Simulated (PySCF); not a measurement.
CHFSe.
Cartesian coordinates in Å at the PBE0-D3(BJ)/def2-SVP level; atoms count from 1:
```
atom  x, y, z in Å
F1    -0.7254    0.9688    0.7857
C2    -0.0748   -0.0108    0.2008
Se3    1.5262   -0.5255    0.6393
H4    -0.6851   -0.4571   -0.5990
```

Method: EOM-EE-CCSD/aug-cc-pVDZ in PySCF, restricted Hartree–Fock reference, 11 core orbitals frozen, non-relativistic, gas phase, PBE0-D3(BJ)/def2-SVP geometry.

Task: What does EOM-EE-CCSD give for the lowest vertical excitations?

Result: 
```
    state  E (eV)   cm⁻¹  main singles (HF orbitals, share of the singles part)
singlet 1    2.73  22020                                         HOMO→LUMO 93 %
singlet 2    5.70  45970                                       HOMO-1→LUMO 79 %
singlet 3    6.17  49760                     HOMO→LUMO+1 70 %, HOMO→LUMO+8 14 %
singlet 4    6.55  52830                                       HOMO-2→LUMO 81 %
triplet 1    2.47  19920                                         HOMO→LUMO 92 %
triplet 2    2.93  23630                    HOMO-1→LUMO 90 %, HOMO-1→LUMO+7 8 %
```

Task: What is the vertical gap between the lowest excited singlet and the lowest triplet?

Result: 2.73 − 2.47 = 0.26 eV (25 kJ/mol). Both are led by HOMO→LUMO.

The first EOM-IP-CCSD ionisation energy is 9.36 eV, 2.81 eV above the highest singlet listed and 6.63 eV above the lowest.

T1 diagnostic 0.016. EOM-CCSD puts states of mainly double-excitation character too high. An iterative search for so few roots can pass over a low state.
